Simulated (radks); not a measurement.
Problem. These are the eigenvalues of the occupied orbitals of an atom or ion with whole-number occupations (hartree). All-electron calculation, scalar-relativistic Kohn-Sham, r2SCAN, spin-polarised, spherical densities, finite nucleus; meta-GGA in the generalised Kohn-Sham scheme; Fermi nuclear charge, rms radius of each element as measured or else 0.836 A^(1/3) + 0.57 fm. Program: a radial shooting solver on a logarithmic mesh with Libxc functionals.

orbital  eigenvalue
1s up     -1895.390
1s down   -1895.055
2s up     -403.7934
2s down   -403.6738
2p up     -372.7712
2p down   -372.4995
3s up     -158.3743
3s down   -157.5351
3p up     -148.7521
3p down   -147.8947

Which element is it, and in what charge state? The configuration may be excited. Open shells, if any, are filled with parallel spins first.

Solution. Z = 63, europium, charge +47: Eu47+ in [Ne] 3s2 3p4. The list shows which subshells hold electrons but not how many an open one holds; the 1s level, -1895.4 hartree, gives Z - s = 61.6 by -(Z - s)^2/2, which with screening and relativity narrows Z to a few neighbours, and the depths of the outer levels then fix element, charge and occupations together.
